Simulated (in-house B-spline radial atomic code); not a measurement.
**Functionals against successive ionisation energies: Mn to Mn⁶⁺**

Ionisation energies as differences of self-consistent total energies from a B-spline radial code for spherical atoms: all electrons, radial basis limit, scalar-relativistic (one-electron X2C), spin-polarised at highest spin, spherical densities; exact exchange is averaged over the determinants of each configuration. No spin-orbit coupling, Breit or QED terms. NIST's values run from ground level to ground level, so in open shells the differences also hold multiplet and fine-structure energies that spherical high-spin averages miss. Columns give computed minus NIST, in eV; a star marks a semi-empirical value. Species are left out where the tabulated value is theory, is uncertain by more than 0.12 eV, or (13 ions, such as In⁴⁺, Te⁴⁺ and Bi⁴⁺) lies off its series for all methods alike, which flatters the means a little.

```json
{"species": "Mn", "shell": "4s", "NIST (eV)": "7.43", "Hartree-Fock": "-1.41", "HSE06": "-0.33", "wB97X": "+0.32", "LC-wPBE": "-0.46", "AM05": "-0.22"}
{"species": "Mn⁺", "shell": "4s", "NIST (eV)": "15.64", "Hartree-Fock": "-0.79", "HSE06": "+0.40", "wB97X": "-0.27", "LC-wPBE": "+0.12", "AM05": "+0.59"}
{"species": "Mn²⁺", "shell": "3d", "NIST (eV)": "33.67 ± 0.01", "Hartree-Fock": "-1.15", "HSE06": "+0.25", "wB97X": "-0.17", "LC-wPBE": "+0.32", "AM05": "+0.44"}
{"species": "Mn⁴⁺", "shell": "3d", "NIST (eV)": "72.41 ± 0.1*", "Hartree-Fock": "-0.92", "HSE06": "+0.33", "wB97X": "+0.01", "LC-wPBE": "+0.45", "AM05": "+0.41"}
{"species": "Mn⁵⁺", "shell": "3d", "NIST (eV)": "95.60 ± 0.03", "Hartree-Fock": "-1.70", "HSE06": "-0.41", "wB97X": "-0.68", "LC-wPBE": "-0.28", "AM05": "-0.34"}
{"species": "Mn⁶⁺", "shell": "3d", "NIST (eV)": "119.20 ± 0.01", "Hartree-Fock": "-1.10", "HSE06": "+0.20", "wB97X": "-0.03", "LC-wPBE": "+0.33", "AM05": "+0.24"}
```

(1) How do the methods rank, and which species is hardest?

## Answers

(1) Mean absolute (signed) differences: wB97X 0.25 (-0.14) eV; HSE06 0.32 (+0.07) eV; LC-wPBE 0.33 (+0.08) eV; AM05 0.37 (+0.19) eV; Hartree-Fock 1.18 (-1.18) eV. For Mn⁵⁺, which loses a 3d electron, the nearest method is off by -0.28 eV, the largest such miss. Hartree-Fock comes too low mainly by the correlation energy of the removed electron.
